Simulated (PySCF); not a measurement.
C$_{5}$H$_{15}$Si$_{2}$ (SMILES C[Si](C)[Si](C)(C)C), doublet, geometry from GFN2-xTB; HF/STO-3G run with PySCF.

Input for PySCF:
```python
from pyscf import gto, scf

mol = gto.M(
    atom='''
C     2.17446562   -1.12878097    1.19435852
Si    1.29762067    0.34614813    0.33938496
C     2.32409758    0.70124872   -1.24033135
Si   -0.96432819    0.02672987   -0.03935888
C    -1.49035723   -1.42290633   -1.19033081
C    -1.82797218   -0.26401376    1.64094312
C    -1.68500417    1.62379841   -0.80344824
H     1.65494284   -1.42099595    2.10192749
H     2.20108923   -1.99541943    0.53639155
H     3.19993055   -0.89293156    1.46408418
H     2.34762321   -0.17234055   -1.88916882
H     1.89719080    1.52168682   -1.80920501
H     3.35261542    0.96239990   -1.00817967
H    -1.14184821   -2.37496139   -0.79866689
H    -2.56974638   -1.49162789   -1.30457322
H    -1.06354737   -1.30378371   -2.18274599
H    -1.62496332    0.54771622    2.33208231
H    -1.48593050   -1.18303910    2.10650811
H    -2.90573206   -0.33691061    1.52875878
H    -1.25315630    1.82398386   -1.77900752
H    -2.76124254    1.55470751   -0.93134361
H    -1.48469794    2.48514726   -0.17437394
''',
    basis='sto-3g',
    spin=1,
    verbose=3,
)

mf = scf.UHF(mol)
mf.kernel()
mf.analyze()
```

Output, abridged:

```
converged SCF energy = -767.034196695889  <S^2> = 0.75274239  2S+1 = 2.0027405
**** MO energy ****
                             alpha | beta                alpha | beta
MO #1   energy= -67.9685500952128  | -67.9682165231142  occ= 1 | 1
MO #2   energy= -67.9110708706539  | -67.9018325847954  occ= 1 | 1
MO #3   energy= -10.983075655036   | -10.9818968851815  occ= 1 | 1
MO #4   energy= -10.9798482667741  | -10.9800369520159  occ= 1 | 1
MO #5   energy= -10.9797950863093  | -10.9799843302112  occ= 1 | 1
MO #6   energy= -10.9782670187184  | -10.9787343564209  occ= 1 | 1
MO #7   energy= -10.9782152920715  | -10.9786846931886  occ= 1 | 1
MO #8   energy= -5.94993378880877  | -5.94930878774306  occ= 1 | 1
MO #9   energy= -5.91207991600838  | -5.89579678353586  occ= 1 | 1
MO #10  energy= -3.97602490326262  | -3.97464334692674  occ= 1 | 1
MO #11  energy= -3.97423135413475  | -3.97386571417992  occ= 1 | 1
MO #12  energy= -3.97385664570008  | -3.97382187239746  occ= 1 | 1
MO #13  energy= -3.94849374783963  | -3.92375418875461  occ= 1 | 1
MO #14  energy= -3.93109642767754  | -3.9225621697666   occ= 1 | 1
MO #15  energy= -3.9302890308238   | -3.90624972379384  occ= 1 | 1
MO #16  energy= -0.918344496247248 | -0.916302937576326 occ= 1 | 1
MO #17  energy= -0.900186225922222 | -0.894004277272897 occ= 1 | 1
MO #18  energy= -0.874519406013143 | -0.87473142417351  occ= 1 | 1
MO #19  energy= -0.874086483679708 | -0.872311258726951 occ= 1 | 1
MO #20  energy= -0.869242277989725 | -0.868471205748208 occ= 1 | 1
MO #21  energy= -0.642048411970078 | -0.614130942410687 occ= 1 | 1
MO #22  energy= -0.553677621381082 | -0.53481970427892  occ= 1 | 1
MO #23  energy= -0.526137838796934 | -0.519663636290965 occ= 1 | 1
MO #24  energy= -0.519608516284622 | -0.517988692357013 occ= 1 | 1
MO #25  energy= -0.518481884128873 | -0.517851592413264 occ= 1 | 1
MO #26  energy= -0.517942282126097 | -0.508769143204362 occ= 1 | 1
MO #27  energy= -0.508689907217379 | -0.503122771536733 occ= 1 | 1
MO #28  energy= -0.503707993679615 | -0.500686925495342 occ= 1 | 1
MO #29  energy= -0.499977246424782 | -0.497107564841164 occ= 1 | 1
MO #30  energy= -0.498416828656128 | -0.496122153073404 occ= 1 | 1
MO #31  energy= -0.496417907087716 | -0.49471174353359  occ= 1 | 1
MO #32  energy= -0.492698750602727 | -0.492200377782566 occ= 1 | 1
MO #33  energy= -0.374112257933845 | -0.370777058563427 occ= 1 | 1
MO #34  energy= -0.36682472612963  | -0.359715428619041 occ= 1 | 1
MO #35  energy= -0.351184282622498 | -0.346016224864643 occ= 1 | 1
MO #36  energy= -0.313267812029349 | -0.293901115241474 occ= 1 | 1
MO #37  energy= -0.212756944655005 | 0.227035089802026  occ= 1 | 0
MO #38  energy= 0.397021783290176  | 0.425802586914753  occ= 0 | 0
MO #39  energy= 0.4556201656763    | 0.471968637648297  occ= 0 | 0
MO #40  energy= 0.482861842933025  | 0.502128340959671  occ= 0 | 0
MO #41  energy= 0.535702736856072  | 0.537714322299502  occ= 0 | 0
MO #42  energy= 0.573315694241966  | 0.592505964158431  occ= 0 | 0
MO #43  energy= 0.581161419237116  | 0.601049454378404  occ= 0 | 0
MO #44  energy= 0.724793849375217  | 0.725693496005758  occ= 0 | 0
MO #45  energy= 0.725986586384361  | 0.726342124063984  occ= 0 | 0

To work with the spin densities directly, `use mulliken_meta_spin()` only printing them here.

 ** Mulliken spin pop alpha/beta on meta-lowdin orthogonal AOs **
 ** Mulliken Spin Density (per atom)  **
spin density of  0 C =     -0.01829
spin density of  1 Si =      0.95378
spin density of  2 C =     -0.01834
spin density of  3 Si =      0.02313
spin density of  4 C =      0.03045
spin density of  5 C =     -0.00448
spin density of  6 C =     -0.00456
spin density of  7 H =      0.00095
spin density of  8 H =      0.01694
spin density of  9 H =      0.00215
spin density of  10 H =      0.01695
spin density of  11 H =      0.00097
spin density of  12 H =      0.00214
spin density of  13 H =     -0.00178
spin density of  14 H =      0.00081
spin density of  15 H =     -0.00178
spin density of  16 H =      0.00003
spin density of  17 H =      0.00042
spin density of  18 H =      0.00002
spin density of  19 H =      0.00043
spin density of  20 H =     -0.00000
spin density of  21 H =      0.00004
 ** Mulliken pop alpha/beta on meta-lowdin orthogonal AOs **
 ** Mulliken atomic charges   ( Nelec_alpha | Nelec_beta ) **
charge of  0C =     -0.25749  (     3.11960      3.13789 )
charge of  1Si =      0.38295  (     7.28541      6.33163 )
charge of  2C =     -0.25750  (     3.11958      3.13792 )
charge of  3Si =      0.56336  (     6.72989      6.70676 )
charge of  4C =     -0.26147  (     3.14596      3.11551 )
charge of  5C =     -0.26759  (     3.13156      3.13603 )
charge of  6C =     -0.26764  (     3.13154      3.13610 )
charge of  7H =      0.02157  (     0.48969      0.48874 )
charge of  8H =      0.02306  (     0.49694      0.48000 )
charge of  9H =      0.02546  (     0.48835      0.48619 )
charge of  10H =      0.02307  (     0.49694      0.47999 )
charge of  11H =      0.02152  (     0.48972      0.48876 )
charge of  12H =      0.02546  (     0.48834      0.48620 )
charge of  13H =      0.02419  (     0.48701      0.48879 )
charge of  14H =      0.02847  (     0.48617      0.48536 )
charge of  15H =      0.02422  (     0.48700      0.48878 )
charge of  16H =      0.02283  (     0.48860      0.48857 )
charge of  17H =      0.02447  (     0.48798      0.48755 )
charge of  18H =      0.02689  (     0.48656      0.48654 )
charge of  19H =      0.02439  (     0.48802      0.48759 )
charge of  20H =      0.02689  (     0.48655      0.48656 )
charge of  21H =      0.02286  (     0.48859      0.48855 )
Dipole moment(X, Y, Z, Debye):  0.23240,  0.47205,  0.36754
```
